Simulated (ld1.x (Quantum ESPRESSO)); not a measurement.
## Cutoff test, Co, TM

```
Element                 : cobalt (Co)
Generator               : ld1.x (Quantum ESPRESSO) 7.5
Type                    : norm-conserving Troullier–Martins (Kleinman–Bylander form)
Functional              : PBE
Relativity              : scalar-relativistic
Frozen core             : [Ar]
Valence charge          : 9
Reference configuration : 3d7 4s2 4p0
Partial waves           : 4p (bound, empty): rc 2.40 bohr; 3d (bound): rc 1.65 bohr; 4s (bound): rc 2.15 bohr
Local potential         : the s channel
Core correction         : none
```

The pseudo-atom Hamiltonian at the reference potential is diagonalised in spherical Bessel functions j_l(qr) that vanish at 20 bohr, with q² up to the cutoff. All-electron valence levels (Ry): 4p -0.0938, 3d -0.6030, 4s -0.4020.

Problem. How do the lowest levels (Ry) of each channel move with the cutoff, and are there ghosts?

Solution.

| cutoff (Ry) | p #1 | p #2 | d #1 | d #2 | s #1 | s #2 | f #1 | Σ f·Δε (mRy) |
| --- | --- | --- | --- | --- | --- | --- | --- | --- |
| 8 | -0.0932 | 0.0485 | 0.0604 | 0.1433 | -0.3980 | 0.0041 | 0.1121 | 4651.9 |
| 21 | -0.0938 | 0.0483 | 0.0603 | 0.1428 | -0.4014 | 0.0037 | 0.1121 | 4644.5 |
| 45 | -0.0938 | 0.0483 | -0.0118 | 0.0686 | -0.4020 | 0.0037 | 0.1121 | 4138.1 |
| 70 | -0.0938 | 0.0483 | -0.5634 | 0.0621 | -0.4020 | 0.0037 | 0.1121 | 277.3 |
| 120 | -0.0938 | 0.0483 | -0.6026 | 0.0621 | -0.4020 | 0.0037 | 0.1121 | 2.6 |
| 230 | -0.0938 | 0.0483 | -0.6030 | 0.0621 | -0.4020 | 0.0037 | 0.1121 | 0.0 |
| 400 | -0.0938 | 0.0483 | -0.6030 | 0.0621 | -0.4020 | 0.0037 | 0.1121 | 0.0 |

Result: no extra level below or beside the all-electron valence levels (p, d, s, f tested); 10 mRy is reached at 100 Ry and 1 mRy at 180 Ry.
